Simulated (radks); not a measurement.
Initial-state core-level shifts of the iron ion Fe+ when its valence configuration changes from [Ar] 3d6 4s1. Calculated with a radial shooting solver on a logarithmic mesh with Libxc functionals: scalar-relativistic Kohn-Sham, PBE, spin-polarised, spherical densities, point nucleus; open shells are filled with parallel spins first. Shifts are changes of the shell-averaged eigenvalues in eV (positive: less bound).

[
 {"valence": "3d5 4s1 4p1", "1s": "-7.674", "2p": "-8.414", "3s": "-7.418", "3p": "-7.211"},
 {"valence": "3d6 4p1", "1s": "-1.456", "2p": "-1.371", "3s": "-1.460", "3p": "-1.461"},
 {"valence": "3d7", "1s": "+4.941", "2p": "+5.538", "3s": "+4.991", "3p": "+4.833"},
 {"valence": "3d5.5 4s1 4p0.5", "1s": "-3.700", "2p": "-4.038", "3s": "-3.620", "3p": "-3.523"},
 {"valence": "3d5 4s2", "1s": "-6.499", "2p": "-7.220", "3s": "-6.281", "3p": "-6.093"},
 {"valence": "3d4 4s1 4p2", "1s": "-17.210", "2p": "-18.995", "3s": "-16.273", "3p": "-15.796"},
 {"valence": "3d6.5 4s0.5", "1s": "+2.643", "2p": "+2.967", "3s": "+2.639", "3p": "+2.554"},
 {"valence": "3d5.5 4s0.5 4p1", "1s": "-4.415", "2p": "-4.718", "3s": "-4.335", "3p": "-4.237"},
 {"valence": "3d6 4s0.5 4p0.5", "1s": "-0.736", "2p": "-0.694", "3s": "-0.738", "3p": "-0.738"}
]
